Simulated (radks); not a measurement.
Pb+, configuration [Hg] 6p1. Method: scalar-relativistic Kohn-Sham, PBEsol, spin-polarised, spherical densities, finite nucleus; open shells are filled with parallel spins first (spin-orbit coupling, left out, can overturn this in heavy ions); Fermi nuclear charge, rms radius 5.5012 fm; computed with a radial shooting solver on a logarithmic mesh with Libxc functionals.

Radial electron density D(r) = 4 pi r^2 rho(r):

| r (bohr) | D(r) (e/bohr) | spin D(r) |
|---|---|---|
| 0.001539 | 22.60 | -0.0000594 |
| 0.002103 | 33.95 | -0.0000837 |
| 0.00285 | 48.81 | -0.000106 |
| 0.003862 | 67.15 | -0.000111 |
| 0.005276 | 87.64 | -0.0000495 |
| 0.00715 | 105.0 | 0.000173 |
| 0.009769 | 114.3 | 0.000762 |
| 0.01324 | 111.7 | 0.00197 |
| 0.01809 | 103.0 | 0.00408 |
| 0.02451 | 105.0 | 0.00662 |
| 0.03322 | 128.1 | 0.00784 |
| 0.04539 | 153.8 | 0.00471 |
| 0.06151 | 145.7 | -0.00175 |
| 0.08403 | 122.2 | -0.00150 |
| 0.1139 | 135.7 | 0.00959 |
| 0.1543 | 140.7 | 0.00878 |
| 0.2109 | 93.89 | -0.000785 |
| 0.2858 | 87.23 | 0.0181 |
| 0.3904 | 94.00 | 0.00917 |
| 0.5291 | 53.90 | 0.00749 |
| 0.7171 | 28.97 | 0.0628 |
| 0.9796 | 22.22 | 0.000571 |
| 1.328 | 12.57 | -0.00582 |
| 1.814 | 5.329 | 0.259 |
| 2.458 | 2.142 | 0.450 |
| 3.358 | 0.6762 | 0.316 |
| 4.551 | 0.1418 | 0.102 |
| 6.168 | 0.01621 | 0.0147 |
| 8.427 | 0.0006583 | 0.000645 |

D(r) has 4 maxima, at r = 0.0106, 0.0496, 0.138, 0.352 bohr, and minima at 0.0206, 0.0882, 0.251 bohr, inside which lie 1.87, 10.96, 30.12 electrons.
